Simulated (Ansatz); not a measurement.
Basis-set series for `[SH][In][SH]` radical. The species carries charge 0 and has multiplicity 2. In: def2 effective core potential. Geometry: relaxed with PBE0-D4/def2-TZVP. It is one conformer, not always the lowest.

```
functional       basis  functions  energy (Eh)  HOMO (eV)  LUMO (eV)
   PBE0-D4  def2-TZVPP        162   -987.52337      -6.32      -3.69
   PBE0-D4  def2-QZVPP        282   -987.54902      -6.34      -3.72
   ωB97M-V  def2-TZVPP        162   -987.69489      -8.27      -2.07
   ωB97M-V  def2-QZVPP        282   -987.71956      -8.29      -2.13
```

**Question.** Give the rows for def2-SVP. (An estimate is asked.)

**Answer.** The calculation gave: 
```json
{"functional": "PBE0-D4", "basis": "def2-SVP", "functions": "72", "energy (Eh)": "-987.23723", "HOMO (eV)": "-6.24", "LUMO (eV)": "-3.59"}
{"functional": "ωB97M-V", "basis": "def2-SVP", "functions": "72", "energy (Eh)": "-987.41003", "HOMO (eV)": "-8.15", "LUMO (eV)": "-1.92"}
```

HOMO and LUMO are taken over both spins.

All numbers were calculated with Ansatz.
